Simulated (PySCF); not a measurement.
Q: Give a GFN2-xTB geometry of `C#C[SiH2][C@H]([SiH3])[SiH2]F`.

A: 
```xyz
16
C3H9FSi3 angstrom
C      3.4010    0.8449   -0.4955
C      2.5107    0.2512    0.0521
Si     1.1366   -0.6787    0.8750
C     -0.4827   -0.2570   -0.0499
Si    -0.9515    1.5864    0.1014
Si    -1.8999   -1.3974    0.4646
F     -2.1430   -1.1845    2.0448
H      4.1795    1.3669   -0.9740
H      1.4415   -2.1134    0.7468
H      1.0780   -0.2738    2.2824
H     -0.2933   -0.4451   -1.1109
H      0.1686    2.4146   -0.3537
H     -2.1193    1.8584   -0.7461
H     -1.2768    1.9186    1.4885
H     -1.5770   -2.8145    0.3449
H     -3.1801   -1.0677   -0.1467
```

Orientation and origin are arbitrary. Atoms count from 1 in this order. The C–Si distances run from 1.852 Å (C2–Si3, drawn single) to 1.912 Å (Si3–C4, drawn single), a spread of 0.060 Å. Si3 (SiH2 silicon) is tetrahedral (angles from 107.3° to 111.7°). Si6 (fluorine-bound silicon) is distorted tetrahedral (angles from 104.0° to 114.1°). Si5 (SiH3 silicon) is tetrahedral (angles from 108.9° to 110.4°).

Bonds between heavy atoms (Å): C1≡C2 1.202, C2–Si3 1.852, Si3–C4 1.912, C4–Si5 1.908, C4–Si6 1.890, Si6–F7 1.613.

Computed geometry: GFN2-xTB, gas phase.

Point group: C1 (no symmetry element, even within 0.4 Å). Whether it is a minimum is left open (no frequencies). The numbers are those of one conformer (C2–Si3–C4–Si5 -64°, Si3–C4–Si6–F7 61°).
